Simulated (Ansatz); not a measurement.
C2H5ClO2Si (`O/C=C(\Cl)[SiH2]O`). Charge 0, multiplicity 1. Geometry: relaxed with PBE0-D4/def2-TZVP. It is one conformer, not always the lowest.

```xyz
11

O     1.976    1.821   -0.564
C     1.381    0.711   -0.128
C     0.109    0.348   -0.333
Cl   -0.897    1.444   -1.256
Si   -0.655   -1.217    0.284
O    -1.819   -0.969    1.418
H     1.323    2.338   -1.061
H     2.046    0.074    0.443
H    -1.227   -1.948   -0.877
H     0.423   -1.989    0.946
H    -2.660   -0.614    1.128
```

What is the dipole moment at B3LYP/def2-TZVPP? (Estimate.)

Ansatz gave: 0.80 D, with components (-0.42, 0.34, -0.60) D in this frame, pointing from negative to positive charge.

And with PBE, r2SCAN, ωB97M-V? (Best estimate.)

The calculation gave: PBE 0.85 D, r2SCAN 0.78 D, ωB97M-V 0.78 D.

Give the Mulliken charges with B3LYP, ωB97M-V, PBE in def2-TZVPP. (An estimate is asked.)

Computed: 
| atom | B3LYP | ωB97M-V | PBE |
| --- | --- | --- | --- |
| O1 | -0.26 | -0.26 | -0.22 |
| C2 | 0.06 | 0.09 | 0.02 |
| C3 | -0.07 | -0.15 | -0.03 |
| Cl4 | -0.16 | -0.12 | -0.15 |
| Si5 | 0.49 | 0.42 | 0.40 |
| O6 | -0.39 | -0.38 | -0.35 |
| H7 | 0.20 | 0.20 | 0.20 |
| H8 | 0.12 | 0.12 | 0.11 |
| H9 | -0.09 | -0.05 | -0.08 |
| H10 | -0.09 | -0.04 | -0.07 |
| H11 | 0.19 | 0.18 | 0.19 |

B3LYP here is the variant with VWN-RPA as its local correlation; programs differ in this.
